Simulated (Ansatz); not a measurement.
The pair A = GeH4 (SMILES [GeH4]) (first 5 atoms), B = C2H6 (SMILES CC); geometry from B3LYP-D3(BJ)/def2-TZVP.
(charge 0, multiplicity 1):
| atom | x (Å) | y (Å) | z (Å) |
|---|---|---|---|
| Ge | -0.1545 | 0.1485 | -0.2464 |
| H | -0.5052 | -0.0597 | -1.7277 |
| H | 0.4200 | -1.1531 | 0.3312 |
| H | -1.4220 | 0.5348 | 0.5293 |
| H | 0.8864 | 1.2701 | -0.1198 |
| C | 0.5705 | 0.4814 | 3.4876 |
| C | -0.3771 | -0.6672 | 3.8204 |
| H | 1.0200 | 0.8999 | 4.3902 |
| H | 0.0484 | 1.2919 | 2.9754 |
| H | 1.3842 | 0.1505 | 2.8392 |
| H | 0.1457 | -1.4762 | 4.3340 |
| H | -0.8260 | -1.0860 | 2.9181 |
| H | -1.1901 | -0.3352 | 4.4689 |

Correlated levels freeze the cores. Filled d and f shells under p-block atoms count as core.

Codes used: Ansatz (an electronic-structure program). 

Total energies (hartree), monomers frozen at their geometry in the pair:

```json
[
 {"structure": "AB", "HF/aug-cc-pVDZ": "-2156.8802454", "PBE/def2-TZVPPD": "-2158.7918273", "MP2/aug-cc-pVDZ": "-2157.3153360"},
 {"structure": "A in the pair's basis", "HF/aug-cc-pVDZ": "-2077.6443566", "PBE/def2-TZVPPD": "-2079.0588290", "MP2/aug-cc-pVDZ": "-2077.7626470"},
 {"structure": "B in the pair's basis", "HF/aug-cc-pVDZ": "-79.2374088", "PBE/def2-TZVPPD": "-79.7328252", "MP2/aug-cc-pVDZ": "-79.5513067"},
 {"structure": "A", "HF/aug-cc-pVDZ": "-2077.6439270", "PBE/def2-TZVPPD": "-2079.0586888", "MP2/aug-cc-pVDZ": "-2077.7617127"},
 {"structure": "B", "HF/aug-cc-pVDZ": "-79.2372674", "PBE/def2-TZVPPD": "-79.7328037", "MP2/aug-cc-pVDZ": "-79.5507309"}
]
```

Question: Work out the interaction energy without and with the counterpoise correction, and the superposition error, for each level.

Answer: 
E(AB) − E(A) − E(B), times 627.509 kcal/mol, with the monomers in their own basis and then in the pair's basis:
- HF/aug-cc-pVDZ: 0.60 uncorrected, 0.95 corrected; the monomers gain 0.36 kcal/mol from borrowed functions
- PBE/def2-TZVPPD: -0.21 uncorrected, -0.11 corrected; the monomers gain 0.10 kcal/mol from borrowed functions
- MP2/aug-cc-pVDZ: -1.81 uncorrected, -0.87 corrected; the monomers gain 0.95 kcal/mol from borrowed functions
